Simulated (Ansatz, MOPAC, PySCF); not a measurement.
Dissociation curve of SMILES BN (H₄BN). The N1–B4 bond (N1 also carries H, H; B4 carries H, H) is stretched with both fragments frozen at the PBE0/def2-TZVP optimised geometry. Each curve is given relative to its own lowest point near equilibrium.

```csv
R / Å,A,B,C
1.11,78.0,59.9,68.7
1.18,39.1,28.2,33.5
1.22,24.3,16.4,20.3
1.33,3.2,1.1,2.2
1.38,0.3,0.0,0.1
1.40,0.0,0.3,0.0
1.48,2.4,4.8,3.1
1.54,7.1,10.8,8.0
1.61,14.6,19.7,15.6
1.71,27.6,35.2,28.4
1.87,50.7,64.6,50.8
2.10,83.4,109.1,81.7
2.25,102.7,135.0,99.7
2.51,131.1,171.2,126.0
2.74,150.1,195.5,143.4
3.04,156.5,215.9,154.0
3.38,154.8,226.9,153.7
3.78,153.8,233.8,153.1
4.10,153.3,237.5,152.9
4.86,152.8,244.0,152.8
```

Energies in kcal/mol.

Question: Match the curves with the methods PM3, restricted, heats of formation run with MOPAC; unrestricted B3LYP/LANL2DZ in PySCF 2.14.0; unrestricted PBE/cc-pVTZ (Ansatz, a quantum-chemistry and plane-wave program).

Answer: A is UKS-B3LYP/LANL2DZ; B is PM3; C is UKS-PBE.

The restricted form behind PM3 keeps the bonding electrons paired and can't separate into open-shell fragments. The unrestricted solution behind UKS-B3LYP/LANL2DZ changes between 2.74 and 3.04 Å, which can leave a kink. The unrestricted determinant behind UKS-B3LYP/LANL2DZ is spin-contaminated at 2.74 to 4.86 Å (<S²> up to 1.0, against 0.00 for a pure singlet). The unrestricted determinant behind UKS-PBE is spin-contaminated at 2.51 to 4.86 Å (<S²> up to 1.0, against 0.00 for a pure singlet).
